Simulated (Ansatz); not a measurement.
The cluster Zr2P2, relaxed as a singlet with RKS PBE-D4/def2-SVP in Ansatz, starting from the GFN2-xTB geometry. Force threshold 0.02 eV/Å.

In the def2 sets Zr takes a core potential; there is no spin–orbit coupling. The restricted singlet is unstable towards broken spin symmetry in Hartree–Fock (as tested in another run); at PBE-D4/def2-SVP this wasn't settled. No other spin state of charge 0 was run. Another isomer (triplet) lies 0.70 eV lower at PBE0-D4/def2-TZVP; other spin states weren't run for this one.

Start:

```xyz
4

Zr   -1.196   -1.355   -1.049
Zr    0.027    1.398   -1.560
P     1.427   -0.388    0.910
P    -0.258    0.345    1.698
```

(1) Estimate the energy that the relaxation releases and the steps that it takes.

(2) Does the start keep its bonding?

(3) Predict the relaxed structure.

## Answers

(1) 523.2 kJ/mol, in 10 steps; 30 s on 4 threads of Arm Neoverse V2 on a shared host. No frequencies were taken in this run, so the end may be a saddle point.

(2) By distances, no bond broke or formed. The bond that changes most is Zr2–P4, from 3.44 to 2.49 Å (atoms count from 1).

(3) 
Cartesian coordinates in Å:
```
Zr -0.842 -1.197 -0.604
Zr 0.116 1.217 -1.006
P 1.331 -0.468 0.363
P -0.606 0.448 1.247
```
Bond lengths (bridged metal pairs left out): 4 × P–Zr 2.49 Å; 1 × P–P 2.32 Å.
